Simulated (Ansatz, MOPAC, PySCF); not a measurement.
Pair of molecules: CH4O (SMILES CO) (first 6 atoms) with C2H6 (SMILES CC); geometry from B3LYP-D3(BJ)/def2-TZVP.
(charge 0, multiplicity 1):
```csv
atom,x (Å),y (Å),z (Å)
C,-0.6336,0.2408,0.0527
O,0.6830,-0.1554,0.4083
H,-1.2481,-0.6085,-0.2651
H,-0.5412,0.9309,-0.7846
H,-1.1428,0.7587,0.8730
H,0.6286,-0.7709,1.1462
C,-0.1220,-0.7592,3.7011
C,0.1489,0.7392,3.8048
H,-0.4977,-1.1658,4.6419
H,0.7881,-1.3119,3.4538
H,-0.8723,-0.9784,2.9371
H,-0.7623,1.2888,4.0482
H,0.5402,1.1355,2.8667
H,0.8812,0.9528,4.5854
```

Interaction energies are E(AB) − E(A) − E(B) at the monomers' geometry in the complex; basis-set methods are counterpoise corrected. Rows marked so take none.

Correlated levels freeze the cores. Rows in 6-31G* carry no dispersion term and start afresh at each structure (6-31G* with six Cartesian d functions). The state reached by AM1 isn't checked.

Codes used: Ansatz (Gaussian orbitals); MOPAC for AM1 (differences of heats of formation); PySCF for 6-31G* rows, the dispersion terms. Values without a source in brackets are computed.

```csv
level,interaction energy (kcal/mol)
AM1,-0.72
PBE-D3(BJ)/def2-TZVPPD,-2.00
PBE-D4/def2-TZVPPD,-1.89
revPBE/def2-TZVPPD,1.08
revPBE-D3(BJ)/def2-TZVPPD,-1.72
revPBE-D4/def2-TZVPPD,-1.53
B97M-V/def2-TZVPPD,-1.78
M06-2X/6-31G* (no counterpoise),(withheld)
B2PLYP-D3(BJ)/def2-TZVPPD,-1.53
```

Q: Complete the blanks.

A: 
- M06-2X/6-31G* (no counterpoise), interaction energy (kcal/mol): -2.96

Ansatz is a quantum-chemistry and plane-wave program.
